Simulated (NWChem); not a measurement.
System: C$_{3}$H$_{7}$NSi; SMILES [SiH2](CC#N)C

Input file for NWChem:

```
start job
memory heap 200 mb stack 900 mb global 1100 mb
geometry units angstroms noautosym nocenter noautoz
  C      0.342063     2.492618     0.000000
  Si    -0.517860     0.814391     0.000000
  C      0.801940    -0.583428     0.000000
  C      0.197462    -1.908227     0.000000
  N     -0.321478    -2.948022     0.000000
  H     -0.396748     3.302102     0.000000
  H      0.973609     2.618746     0.886795
  H      0.973609     2.618746    -0.886795
  H     -1.363972     0.646387    -1.209555
  H     -1.363972     0.646387     1.209555
  H      1.445196    -0.475505     0.882434
  H      1.445196    -0.475505    -0.882434
end
basis spherical
  * library def2-svp
end
dft
  xc xcamb88 1.00 lyp 0.81 vwn_5 0.19 hfexch 1.00
  cam 0.33 cam_alpha 0.19 cam_beta 0.46
  iterations 150
end
property
  efieldgrad
end
task dft property
```

Excerpt of the output:

```
             Northwest Computational Chemistry Package (NWChem) 7.3.0
             --------------------------------------------------------

                             Geometry "geometry" -> ""
                             -------------------------

 Output coordinates in angstroms (scale by  1.889725989 to convert to a.u.)

  No.       Tag          Charge          X              Y              Z
 ---- ---------------- ---------- -------------- -------------- --------------
    1 C                    6.0000     0.34206300     2.49261800     0.00000000
    2 Si                  14.0000    -0.51786000     0.81439100     0.00000000
    3 C                    6.0000     0.80194000    -0.58342800     0.00000000
    4 C                    6.0000     0.19746200    -1.90822700     0.00000000
    5 N                    7.0000    -0.32147800    -2.94802200     0.00000000
    6 H                    1.0000    -0.39674800     3.30210200     0.00000000
    7 H                    1.0000     0.97360900     2.61874600     0.88679500
    8 H                    1.0000     0.97360900     2.61874600    -0.88679500
    9 H                    1.0000    -1.36397200     0.64638700    -1.20955500
   10 H                    1.0000    -1.36397200     0.64638700     1.20955500
   11 H                    1.0000     1.44519600    -0.47550500     0.88243400
   12 H                    1.0000     1.44519600    -0.47550500    -0.88243400

 Effective nuclear repulsion energy (a.u.)     196.8575156969

                              NWChem Property Module
                              ----------------------

  itol2e modified to match energy
  convergence criterion.

                                 NWChem DFT Module
                                 -----------------

 Summary of "ao basis" -> "ao basis" (spherical)
 ------------------------------------------------------------------------------
       Tag                 Description            Shells   Functions and Types
 ---------------- ------------------------------  ------  ---------------------
 C                          def2-svp                 6       14   3s2p1d
 Si                         def2-svp                 8       18   4s3p1d
 N                          def2-svp                 6       14   3s2p1d
 H                          def2-svp                 3        5   2s1p

  itol2e modified to match energy
  convergence criterion.

[...]

          -----------------------
          Electric field gradient
          -----------------------

 1 a.u. = 0.324123 10**(16) esu/cm**3  ( or statvolts/cm**2 ) = 0.97174 10**(22) v/m**2

 ------------------------------------------------------------
   Atom      X         Y         Z
 ------------------------------------------------------------
    1 C    0.64641   4.71037   0.00000
 ------------------------------------------------------------

 Electric field gradient in molecular frame (a.u.)
         XX             YY             ZZ             XY             XZ             YZ
 ------------------------------------------------------------------------------------------
       -0.016507       0.052467      -0.035960       0.041906       0.000000       0.000000

 Principal components (a.u.) and orientation
 of principal axis w.r.t. absolute frame                      Asymmetry parameter eta
 --------------------------------------------------------------------------------------
        0.072252      -0.036292      -0.035960                       0.004584

        0.426939       0.904280       0.000047
        0.904280      -0.426939      -0.000022
        0.000000      -0.000052       1.000000

 ------------------------------------------------------------
   Atom      X         Y         Z
 ------------------------------------------------------------
    2 Si  -0.97861   1.53898   0.00000
 ------------------------------------------------------------

 Electric field gradient in molecular frame (a.u.)
         XX             YY             ZZ             XY             XZ             YZ
 ------------------------------------------------------------------------------------------
       -0.044326      -0.062715       0.107041       0.174633       0.000000      -0.000000

 Principal components (a.u.) and orientation
 of principal axis w.r.t. absolute frame                      Asymmetry parameter eta
 --------------------------------------------------------------------------------------
       -0.228396       0.121355       0.107041                       0.062669

       -0.688267       0.725458      -0.000001
        0.725458       0.688267      -0.000001
        0.000000       0.000001       1.000000

 ------------------------------------------------------------
   Atom      X         Y         Z
 ------------------------------------------------------------
    3 C    1.51545  -1.10252   0.00000
 ------------------------------------------------------------

 Electric field gradient in molecular frame (a.u.)
         XX             YY             ZZ             XY             XZ             YZ
 ------------------------------------------------------------------------------------------
        0.058027      -0.082437       0.024409      -0.166587       0.000000       0.000000

 Principal components (a.u.) and orientation
 of principal axis w.r.t. absolute frame                      Asymmetry parameter eta
 --------------------------------------------------------------------------------------
       -0.192991       0.168582       0.024409                       0.747043

        0.552955       0.833211      -0.000000
        0.833211      -0.552955       0.000000
       -0.000000       0.000000       1.000000

 ------------------------------------------------------------
   Atom      X         Y         Z
 ------------------------------------------------------------
    4 C    0.37315  -3.60603   0.00000
 ------------------------------------------------------------

[...]
```

Level: CAM-B3LYP/def2-SVP. Structure relaxed at the B3LYP/6-31G* (spherical d) level. NWChem prints the field gradient with the sign opposite to the second derivative of the potential.
